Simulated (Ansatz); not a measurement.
Ansatz (a first-principles code) input (B3LYP-D3(BJ)/def2-TZVP):

Ansatz 0.2 input:
```yaml
crystal:
  periodic: [false, false, false]
  atoms:
    - {symbol: C, position_ang: [-2.26988681, -0.09702818, -0.04211232]}
    - {symbol: C, position_ang: [-0.78505281, -0.16716999, 0.11031537]}
    - {symbol: C, position_ang: [-0.05456739, -0.98901595, 0.92118721]}
    - {symbol: C, position_ang: [1.35086930, -0.78860325, 0.81609712]}
    - {symbol: C, position_ang: [1.67499178, 0.18757973, -0.07732554]}
    - {symbol: S, position_ang: [0.26626179, 0.86857042, -0.79622816]}
    - {symbol: H, position_ang: [-2.65873567, 0.88955254, 0.21978975]}
    - {symbol: H, position_ang: [-2.74182066, -0.82854220, 0.61398383]}
    - {symbol: H, position_ang: [-2.58350762, -0.31225602, -1.06605402]}
    - {symbol: H, position_ang: [-0.51183624, -1.71810334, 1.57587329]}
    - {symbol: H, position_ang: [2.08416424, -1.34648794, 1.38042302]}
    - {symbol: H, position_ang: [2.65342293, 0.54413595, -0.35333640]}
basis:
  gaussian:
    orbitals: def2-TZVP
hamiltonian:
  xc: b3lyp
  dispersion: d3bj
phonons: {temperatures: {t_min: 298.15, t_max: 298.15, t_step: 100}}
```

Output:

```
Functional definition: B3LYP
integrals: 0.17 GiB planned
1435 factors; their error is unknown
0.33 GiB of the device are held for the grids
1.27 GiB of device memory are held for the factors and their scratch space
mean field: 1.25 GiB planned
mean field evaluation 1: about -16103.6382 eV, gradient 8.4e1 eV
mean field evaluation 2: about -16070.1677 eV, gradient 1.4e2 eV
mean field evaluation 4: about -16120.1840 eV, gradient 1.6e1 eV
mean field evaluation 8: about -16120.8468 eV, gradient 3.1e-1 eV
mean field evaluation 16: about -16120.8488 eV, gradient 7.9e-3 eV
mean field -16120.84884142 eV, -592.4302678185 hartree, gradient 3.4e-5 eV, S^2 0.000000; 0 other end points of the search recorded, 0 dependent functions left out
the calculation of the forces begins
reference -16120.84911340 eV, -592.4302778134 hartree; 26, 26 occupied and 202, 202 virtual orbitals, 1435 factors
these checks for a lower state are left out or cut short: stability, starts, cluster_reference, orbital_swaps, neighbouring_geometries, increment
integrals: 0.17 GiB planned
1435 factors; their error is unknown
0.33 GiB of the device are held for the grids
1.27 GiB of device memory are held for the factors and their scratch space
mean field: 1.25 GiB planned
mean field -16120.84867140 eV, -592.4302615703 hartree, gradient 2.8e-6 eV, S^2 0.000000; 0 other end points of the search recorded, 0 dependent functions left out
the calculation of the forces begins
reference -16120.84894333 eV, -592.4302715634 hartree; 26, 26 occupied and 202, 202 virtual orbitals, 1435 factors
these checks for a lower state are left out or cut short: stability, starts, cluster_reference, orbital_swaps, neighbouring_geometries, increment
integrals: 0.17 GiB planned
1435 factors; their error is unknown
0.34 GiB of the device are held for the grids
1.27 GiB of device memory are held for the factors and their scratch space
mean field: 1.25 GiB planned
mean field evaluation 32: about -16120.8469 eV, gradient 4.3e-4 eV
mean field -16120.84866674 eV, -592.4302613989 hartree, gradient 2.8e-6 eV, S^2 0.000000; 0 other end points of the search recorded, 0 dependent functions left out
the calculation of the forces begins
reference -16120.84893876 eV, -592.4302713956 hartree; 26, 26 occupied and 202, 202 virtual orbitals, 1435 factors
these checks for a lower state are left out or cut short: stability, starts, cluster_reference, orbital_swaps, neighbouring_geometries, increment
integrals: 0.17 GiB planned
1435 factors; their error is unknown
0.33 GiB of the device are held for the grids
1.27 GiB of device memory are held for the factors and their scratch space
mean field: 1.25 GiB planned
mean field -16120.84864319 eV, -592.4302605336 hartree, gradient 2.8e-6 eV, S^2 0.000000; 0 other end points of the search recorded, 0 dependent functions left out
the calculation of the forces begins
reference -16120.84891523 eV, -592.4302705308 hartree; 26, 26 occupied and 202, 202 virtual orbitals, 1435 factors
these checks for a lower state are left out or cut short: stability, starts, cluster_reference, orbital_swaps, neighbouring_geometries, increment
integrals: 0.17 GiB planned
1435 factors; their error is unknown
0.33 GiB of the device are held for the grids
1.27 GiB of device memory are held for the factors and their scratch space
mean field: 1.25 GiB planned
mean field -16120.84873070 eV, -592.4302637496 hartree, gradient 2.7e-6 eV, S^2 0.000000; 0 other end points of the search recorded, 0 dependent functions left out
[...]
1.27 GiB of device memory are held for the factors and their scratch space
mean field: 1.25 GiB planned
mean field evaluation 288: about -16120.8488 eV, gradient 1.8e-6 eV
mean field -16120.84878814 eV, -592.4302658603 hartree, gradient 2.7e-6 eV, S^2 0.000000; 0 other end points of the search recorded, 0 dependent functions left out
the calculation of the forces begins
reference -16120.84906016 eV, -592.4302758570 hartree; 26, 26 occupied and 202, 202 virtual orbitals, 1435 factors
these checks for a lower state are left out or cut short: stability, starts, cluster_reference, orbital_swaps, neighbouring_geometries, increment
integrals: 0.17 GiB planned
1435 factors; their error is unknown
0.33 GiB of the device are held for the grids
1.27 GiB of device memory are held for the factors and their scratch space
mean field: 1.25 GiB planned
mean field -16120.84882061 eV, -592.4302670537 hartree, gradient 2.7e-6 eV, S^2 0.000000; 0 other end points of the search recorded, 0 dependent functions left out
the calculation of the forces begins
reference -16120.84909257 eV, -592.4302770480 hartree; 26, 26 occupied and 202, 202 virtual orbitals, 1435 factors
these checks for a lower state are left out or cut short: stability, starts, cluster_reference, orbital_swaps, neighbouring_geometries, increment
integrals: 0.17 GiB planned
1435 factors; their error is unknown
0.33 GiB of the device are held for the grids
1.27 GiB of device memory are held for the factors and their scratch space
mean field: 1.25 GiB planned
mean field -16120.84882295 eV, -592.4302671395 hartree, gradient 2.8e-6 eV, S^2 0.000000; 0 other end points of the search recorded, 0 dependent functions left out
the calculation of the forces begins
reference -16120.84909494 eV, -592.4302771350 hartree; 26, 26 occupied and 202, 202 virtual orbitals, 1435 factors
these checks for a lower state are left out or cut short: stability, starts, cluster_reference, orbital_swaps, neighbouring_geometries, increment
integrals: 0.17 GiB planned
1435 factors; their error is unknown
0.33 GiB of the device are held for the grids
1.27 GiB of device memory are held for the factors and their scratch space
mean field: 1.25 GiB planned
mean field -16120.84874845 eV, -592.4302644019 hartree, gradient 2.7e-6 eV, S^2 0.000000; 0 other end points of the search recorded, 0 dependent functions left out
the calculation of the forces begins
reference -16120.84902037 eV, -592.4302743948 hartree; 26, 26 occupied and 202, 202 virtual orbitals, 1435 factors
these checks for a lower state are left out or cut short: stability, starts, cluster_reference, orbital_swaps, neighbouring_geometries, increment
integrals: 0.17 GiB planned
1435 factors; their error is unknown
0.34 GiB of the device are held for the grids
1.27 GiB of device memory are held for the factors and their scratch space
mean field: 1.25 GiB planned
mean field evaluation 320: about -16120.8488 eV, gradient 2.8e-6 eV
mean field -16120.84880112 eV, -592.4302663373 hartree, gradient 2.8e-6 eV, S^2 0.000000; 0 other end points of the search recorded, 0 dependent functions left out
the calculation of the forces begins
reference -16120.84907315 eV, -592.4302763341 hartree; 26, 26 occupied and 202, 202 virtual orbitals, 1435 factors
these checks for a lower state are left out or cut short: stability, starts, cluster_reference, orbital_swaps, neighbouring_geometries, increment
integrals: 0.17 GiB planned
1435 factors; their error is unknown
0.33 GiB of the device are held for the grids
1.27 GiB of device memory are held for the factors and their scratch space
mean field: 1.25 GiB planned
mean field -16120.84882438 eV, -592.4302671923 hartree, gradient 2.8e-6 eV, S^2 0.000000; 0 other end points of the search recorded, 0 dependent functions left out
the calculation of the forces begins
reference -16120.84909638 eV, -592.4302771880 hartree; 26, 26 occupied and 202, 202 virtual orbitals, 1435 factors
these checks for a lower state are left out or cut short: stability, starts, cluster_reference, orbital_swaps, neighbouring_geometries, increment
integrals: 0.17 GiB planned
1435 factors; their error is unknown
0.33 GiB of the device are held for the grids
1.27 GiB of device memory are held for the factors and their scratch space
mean field: 1.25 GiB planned
mean field -16120.84879239 eV, -592.4302660167 hartree, gradient 2.8e-6 eV, S^2 0.000000; 0 other end points of the search recorded, 0 dependent functions left out
the calculation of the forces begins
reference -16120.84906435 eV, -592.4302760108 hartree; 26, 26 occupied and 202, 202 virtual orbitals, 1435 factors
these checks for a lower state are left out or cut short: stability, starts, cluster_reference, orbital_swaps, neighbouring_geometries, increment
integrals: 0.17 GiB planned
1435 factors; their error is unknown
0.33 GiB of the device are held for the grids
1.27 GiB of device memory are held for the factors and their scratch space
mean field: 1.25 GiB planned
mean field -16120.84882405 eV, -592.4302671802 hartree, gradient 2.8e-6 eV, S^2 0.000000; 0 other end points of the search recorded, 0 dependent functions left out
the calculation of the forces begins
reference -16120.84909604 eV, -592.4302771755 hartree; 26, 26 occupied and 202, 202 virtual orbitals, 1435 factors
these checks for a lower state are left out or cut short: stability, starts, cluster_reference, orbital_swaps, neighbouring_geometries, increment
integrals: 0.17 GiB planned
1435 factors; their error is unknown
0.34 GiB of the device are held for the grids
1.27 GiB of device memory are held for the factors and their scratch space
mean field: 1.25 GiB planned
mean field -16120.84879533 eV, -592.4302661248 hartree, gradient 2.7e-6 eV, S^2 0.000000; 0 other end points of the search recorded, 0 dependent functions left out
the calculation of the forces begins
reference -16120.84906730 eV, -592.4302761192 hartree; 26, 26 occupied and 202, 202 virtual orbitals, 1435 factors
these checks for a lower state are left out or cut short: stability, starts, cluster_reference, orbital_swaps, neighbouring_geometries, increment
integrals: 0.17 GiB planned
1435 factors; their error is unknown
0.33 GiB of the device are held for the grids
1.27 GiB of device memory are held for the factors and their scratch space
mean field: 1.25 GiB planned
mean field evaluation 352: about -16120.8470 eV, gradient 3.4e-4 eV
mean field -16120.84881223 eV, -592.4302667458 hartree, gradient 2.8e-6 eV, S^2 0.000000; 0 other end points of the search recorded, 0 dependent functions left out
the calculation of the forces begins
reference -16120.84908425 eV, -592.4302767421 hartree; 26, 26 occupied and 202, 202 virtual orbitals, 1435 factors
these checks for a lower state are left out or cut short: stability, starts, cluster_reference, orbital_swaps, neighbouring_geometries, increment
integrals: 0.17 GiB planned
1435 factors; their error is unknown
0.33 GiB of the device are held for the grids
1.27 GiB of device memory are held for the factors and their scratch space
mean field: 1.25 GiB planned
mean field -16120.84876942 eV, -592.4302651726 hartree, gradient 2.7e-6 eV, S^2 0.000000; 0 other end points of the search recorded, 0 dependent functions left out
the calculation of the forces begins
reference -16120.84904136 eV, -592.4302751661 hartree; 26, 26 occupied and 202, 202 virtual orbitals, 1435 factors
Total energy: -16121.41167735 eV, -592.4509516574 hartree
Atom 0 at    -2.269887    -0.097028    -0.042112 Å, force    -0.000773     0.000034    -0.000077 eV/Å
Atom 1 at    -0.785053    -0.167170     0.110315 Å, force     0.000513     0.000235    -0.000189 eV/Å
Atom 2 at    -0.054567    -0.989016     0.921187 Å, force    -0.000741     0.000704    -0.000702 eV/Å
Atom 3 at     1.350869    -0.788603     0.816097 Å, force     0.000664     0.000004     0.000035 eV/Å
Atom 4 at     1.674992     0.187580    -0.077326 Å, force    -0.000507    -0.000384     0.000329 eV/Å
Atom 5 at     0.266262     0.868570    -0.796228 Å, force     0.000878     0.000089    -0.000032 eV/Å
Atom 6 at    -2.658736     0.889553     0.219790 Å, force     0.000207    -0.000344     0.000087 eV/Å
Atom 7 at    -2.741821    -0.828542     0.613984 Å, force     0.000141    -0.000182     0.000179 eV/Å
Atom 8 at    -2.583508    -0.312256    -1.066054 Å, force     0.000191    -0.000098     0.000350 eV/Å
Atom 9 at    -0.511836    -1.718103     1.575873 Å, force    -0.000189    -0.000195     0.000171 eV/Å
Atom 10 at     2.084164    -1.346488     1.380423 Å, force    -0.000205    -0.000271     0.000241 eV/Å
Atom 11 at     2.653423     0.544136    -0.353336 Å, force    -0.000180     0.000409    -0.000392 eV/Å
Dipole moment:    -0.090616    -0.075953     0.065688 e Å
Vibrations: 88.87 232.16 305.44 482.64 554.95 580.42 668.91 701.21 750.38 830.78 857.10 906.54 994.73 1063.94 1066.71 1103.80 1177.77 1267.22 1385.15 1419.71 1478.73 1480.27 1496.33 1582.71 3030.98 3076.68 3107.82 3195.71 3212.04 3251.23 cm⁻¹, zero-point energy 2.563432 eV
```
